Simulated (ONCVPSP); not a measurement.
# F, ONCV: configuration errors across variants

* Element: fluorine
* Generator: ONCVPSP 4.0.1
* Type: optimised norm-conserving Vanderbilt (ONCV)
* Functional: LDA (Perdew-Wang 92)
* Relativity: scalar-relativistic
* Frozen core: [He]
* Valence charge: 7
* Reference configuration: 2s2 2p4.75 (charge +0.25)
* Partial waves: 2s: rc 0.55 bohr, ncon 4, nbas 8, qcut 11.8 1/bohr, 2 projectors, debl 0.4 Ha; 2p: rc 1.45 bohr, ncon 4, nbas 8, qcut 9.6 1/bohr, 3 projectors, debl 1.6 Ha; d scattering state at 0.21 Ha: rc 1.30 bohr, ncon 4, nbas 9, qcut 7.1 1/bohr, 2 projectors, debl 3.8 Ha
* Local potential: polynomial inside 0.40 bohr (lpopt 5, dvloc0 3 Ha)
* Core correction: Teter function fitted to the true core (icmod 2), fcfact 0.6

In the s channel the program set the typed energies aside and used -1.237, 0.250 Ha.

All-electron excitation energies from the reference (eV): (1) 2s2 2p5 -3.309; (2) 2s2 2p4 16.249; (3) 2s2 2p3 54.767; (4) 2s1 2p5 34.906.

1 further variants failed, have other tests or another functional or relativity, and are left out.

A true bound ghost makes a file unfit for plane-wave use even where its test errors are small: the radial tests pick states by their node count and pass the ghost by.

Errors AE − PS in meV (a dash: test not solved or not reliable):

| change | (1) | (2) | (3) | (4) | bound ghosts | GHOST(+) flags above zero |
| --- | --- | --- | --- | --- | --- | --- |
| base | +1.6 | +25 | +254 | -28 | s | d |
| s: rc 0.54 | +1.6 | +25 | +254 | -28 | s | d |
| all radii but the core radius scaled by about 1.03 (s 0.56, p 1.50, d 1.34 bohr); local potential polynomial inside 0.42 bohr (lpopt 5, dvloc0 3 Ha) | +1.8 | +29 | +286 | -34 | s | d |
| local potential polynomial inside 0.40 bohr (lpopt 5, dvloc0 -1 Ha) | +1.6 | +25 | +254 | -28 | s, d | none |
| p: nproj 1 | +0.8 | +15 | +193 | -41 | s | d |
| d: qcut 6.1 | +1.6 | +25 | +254 | -28 | s, d | none |
| p: ncon 5, nbas 9 | +1.3 | +19 | +196 | -17 | s | d |
| p: debl 0.8 | +1.6 | +25 | +254 | -28 | s | d |
| s: qcut 16.5; p: qcut 13.4; d: qcut 9.9 | +1.0 | +13 | +144 | -7.6 | s | none |

Question: Give the same row for: core correction Teter function, fcfact 1.5, rcfact 1.5.

Answer: +1.6, +25, +255, -28; bound ghosts: s; GHOST(+) flags above zero: d.
